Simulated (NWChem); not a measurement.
# C2H5ClOSi; SMILES C(C)([SiH2]Cl)=O

```xyz
10

C     -1.6020     1.3265     0.0920
C     -0.0937     1.2684     0.1124
O      0.6112     2.2653     0.0992
Si     0.9444    -0.3620     0.1618
Cl    -0.2232    -2.0938     0.1892
H     -1.9866     0.7896    -0.7849
H     -2.0105     0.8147     0.9730
H     -1.9384     2.3668     0.0720
H      1.7990    -0.3928    -1.0469
H      1.7718    -0.3360     1.3893
```
Atoms are numbered in this order, from 1.

Level: B3LYP/6-31G* (spherical d) (NWChem), optimised geometry, unscaled harmonic frequencies. 

Q: List the harmonic frequencies with IR intensities, and the thermochemistry.

A: 
```tsv
frequency (cm⁻¹)	IR intensity (km/mol)
51	6.0
105	9.3
131	0.2
273	0.4
356	11.5
377	19.0
527	84.3
586	25.5
622	4.9
713	0.0
859	233.1
938	111.8
958	18.9
1012	0.4
1180	48.6
1407	27.7
1482	19.8
1489	15.6
1762	115.6
2280	79.3
2296	118.7
3044	0.4
3103	3.9
3153	9.2
```

* **zero-point energy**: 41.0 kcal/mol
* **thermal correction to the enthalpy at 298.15 K (with zero-point energy)**: 46.0 kcal/mol
* **heat capacity Cv**: 23.0 cal/(mol K)
* **entropy at 298.15 K and 1 atm (symmetry number 1)**: 84.6 cal/(mol K)
* **dipole moment**: 1.05 D

Rigid rotor and harmonic oscillator; modes under 100 cm⁻¹ make the entropy uncertain.
